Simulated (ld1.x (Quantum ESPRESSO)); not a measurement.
## Ge: one change to a TM potential, before and after

germanium (Ge), norm-conserving Troullier–Martins (Kleinman–Bylander form), made with ld1.x (Quantum ESPRESSO) 7.5 (PBE, fully relativistic). Core [Ar], reference 3d10 4s2 4p2. Waves: 4s (bound): rc 1.85 bohr; 4p (bound): rc 1.50 bohr; 3d (bound): rc 1.05 bohr. Local part: all-electron potential smoothed inside 0.80 bohr (lloc = -2). Core correction: Bessel-smoothed model core, default radius (core density twice the valence density).

Open shells are filled in proportion to 2j + 1 (rel_dist='average').

Change: wave 4p (bound): rc 1.50 bohr becomes 4p (bound): rc 1.18 bohr.

Cutoffs: the cutoffs (Ry, on a coarse ladder) from which the occupation-weighted sum of valence levels, in a spherical-Bessel basis at the reference potential, stays within 10 and 1 mRy of its value at 400 Ry; they do not see the model core or the augmentation charge, which bear on the density cutoff. Errors are all-electron minus pseudo energies relative to the spin-unpolarised reference configuration.

Predict the effect on cutoff, ghosts and configuration errors.

The bound ghosts move from s to p, s; of the 7 tests that both files solve, the error grows in 5 and shrinks in 1 by more than 15 % and 0.3 meV (median size 2.2 → 6.7 meV).

| quantity | base | changed |
| --- | --- | --- |
| cutoff, loose | 230 Ry | 230 Ry |
| cutoff, tight | over 300 Ry | over 300 Ry |
| loose cutoff by channel (10 mRy a level) | s 25 Ry, p 6 Ry, d 200 Ry | s 25 Ry, p 180 Ry, d 200 Ry |
| bound ghosts | s | p3/2, s |
| error for 3d10 4s2 4p1, meV [ΔE 7.45 eV] | +2.2 | +3.9 |
| error for 3d10 4s2 4p0, meV [ΔE 22.89 eV] | -2.0 | -1.8 |
| error for 3d10 4s1 4p0, meV [ΔE 57.68 eV] | -20 | -7.0 |
| error for 3d9 4s2 4p2, meV [ΔE 38.68 eV] | -108 | +491 |
| error for 3d10 4s0 4p4, meV [ΔE 16.19 eV] | +5.8 | -27 |
| error for 3d10 4s1 4p3, meV [ΔE 7.97 eV] | +0.5 | -6.7 |
| error for 3d10 4s2 4p1.5, meV [ΔE 2.80 eV] | +0.6 | +1.0 |
| s: phases at 2.00 bohr within 0.05 rad from the reference energy up to (Ry; the scan ends near 5) | to the end of the scan | to the end of the scan |
| p1/2: phases at 2.00 bohr within 0.05 rad from the reference energy up to (Ry; the scan ends near 5) | 0.8 | 0.4 |
| p3/2: phases at 2.00 bohr within 0.05 rad from the reference energy up to (Ry; the scan ends near 5) | 0.6 | 0.3 |
| d3/2: phases at 2.00 bohr within 0.05 rad from the reference energy up to (Ry; the scan ends near 5) | 1.9 | 1.9 |
| d5/2: phases at 2.00 bohr within 0.05 rad from the reference energy up to (Ry; the scan ends near 5) | 2.0 | 2.0 |

 A true bound ghost makes a file unfit for plane-wave use even where its test errors are small: the radial tests pick states by their node count and pass the ghost by.
